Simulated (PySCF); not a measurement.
A run for PySCF: R-M06-2X/def2-TZVPP on CH4 (SMILES C).

```python
from pyscf import gto, dft

mol = gto.M(
    atom='''
    C     0.00000000    0.00000000   -0.00000000
    H     0.62892441    0.62892441    0.62892441
    H    -0.62892441   -0.62892441    0.62892441
    H     0.62892442   -0.62892442   -0.62892441
    H    -0.62892442    0.62892442   -0.62892441
    ''',
    basis='def2-tzvpp',
    charge=0, spin=0, verbose=4, max_memory=1800)
mf = dft.RKS(mol, xc='m062x').density_fit(auxbasis='def2-universal-jkfit')
mf.grids.level = 4
mf.conv_tol = 1e-9
mf.max_cycle = 150
mf.kernel()
mf.dip_moment()
```

The log:

```
PySCF version 2.14.0

[INPUT] verbose = 4
[INPUT] num. atoms = 5
[INPUT] num. electrons = 10
[INPUT] charge = 0
[INPUT] spin (= nelec alpha-beta = 2S) = 0
[INPUT] symmetry False subgroup None
[INPUT] Mole.unit = angstrom
[INPUT] Symbol           X                Y                Z      unit          X                Y                Z       unit  Magmom
[INPUT]  1 C      0.000000000000   0.000000000000   0.000000000000 AA    0.000000000000   0.000000000000   0.000000000000 Bohr   0.0
[INPUT]  2 H      0.628924410000   0.628924410000   0.628924410000 AA    1.188494887954   1.188494887954   1.188494887954 Bohr   0.0
[INPUT]  3 H     -0.628924410000  -0.628924410000   0.628924410000 AA   -1.188494887954  -1.188494887954   1.188494887954 Bohr   0.0
[INPUT]  4 H      0.628924420000  -0.628924420000  -0.628924410000 AA    1.188494906851  -1.188494906851  -1.188494887954 Bohr   0.0
[INPUT]  5 H     -0.628924420000   0.628924420000  -0.628924410000 AA   -1.188494906851   1.188494906851  -1.188494887954 Bohr   0.0

nuclear repulsion = 13.4436646563437
number of shells = 35
number of NR pGTOs = 110
number of NR cGTOs = 87
basis = def2-tzvpp
ecp = {}


******** <class 'pyscf.df.df_jk.DFRKS'> ********
method = DFRKS
initial guess = minao
damping factor = 0
level_shift factor = 0
DIIS = <class 'pyscf.scf.diis.CDIIS'>
diis_start_cycle = 1
diis_space = 8
diis_damp = 0
SCF conv_tol = 1e-09
SCF conv_tol_grad = None
SCF max_cycles = 150
direct_scf = False
XC library pyscf.dft.libxc version 7.1.2
    S. Lehtola, C. Steigemann, M. J. T. Oliveira, and M. A. L. Marques,  SoftwareX 7, 1–5 (2018)
XC functionals = m062x
    Y. Zhao and D. G. Truhlar,  Theor. Chem. Acc. 120, 215 (2008)
    Y. Zhao and D. G. Truhlar,  Theor. Chem. Acc. 120, 215 (2008)
radial grids:
    Treutler-Ahlrichs [JCP 102, 346 (1995); DOI:10.1063/1.469408] (M4) radial grids

becke partition: Becke, JCP 88, 2547 (1988); DOI:10.1063/1.454033
pruning grids: <function nwchem_prune>
grids dens level: 4
symmetrized grids: False
atomic radii adjust function: <function treutler_atomic_radii_adjust>
small_rho_cutoff = 0
Set gradient conv threshold to 3.16228e-05
Initial guess from minao.
tot grids = 91440
******** <class 'pyscf.df.df.DF'> ********
auxbasis = def2-universal-jkfit
init E= -40.3288758999267
  HOMO = -0.460340693978113  LUMO = 0.0490645520577999  gap/eV = 13.86162
cycle= 1 E= -40.4914685208262  delta_E= -0.163  |g|= 0.207  |ddm|= 1.21
  HOMO = -0.422903777213715  LUMO = 0.0935391180265057  gap/eV = 14.05313
cycle= 2 E= -40.4952250271027  delta_E= -0.00376  |g|= 0.166  |ddm|= 0.218
  HOMO = -0.458331386825672  LUMO = 0.086147284517569  gap/eV = 14.81602
cycle= 3 E= -40.5018724163394  delta_E= -0.00665  |g|= 0.00943  |ddm|= 0.0819
  HOMO = -0.455998600460352  LUMO = 0.0870411707682024  gap/eV = 14.77686
cycle= 4 E= -40.5018951916259  delta_E= -2.28e-05  |g|= 0.000501  |ddm|= 0.00912
  HOMO = -0.4559086162719  LUMO = 0.0870838768359974  gap/eV = 14.77558
cycle= 5 E= -40.5018952915806  delta_E= -1e-07  |g|= 3.63e-05  |ddm|= 0.000927
  HOMO = -0.455910669341292  LUMO = 0.087084783145162  gap/eV = 14.77566
cycle= 6 E= -40.5018952923022  delta_E= -7.22e-10  |g|= 3.68e-06  |ddm|= 0.000139
  HOMO = -0.455911914577231  LUMO = 0.0870846005854844  gap/eV = 14.77569
Extra cycle  E= -40.5018952923079  delta_E= -5.63e-12  |g|= 2e-06  |ddm|= 1.28e-05
converged SCF energy = -40.5018952923079
Dipole moment(X, Y, Z, Debye):  0.00000, -0.00000,  0.00000
```

The calculation finished and met its thresholds.

Cost: around 7 core-seconds (rough).
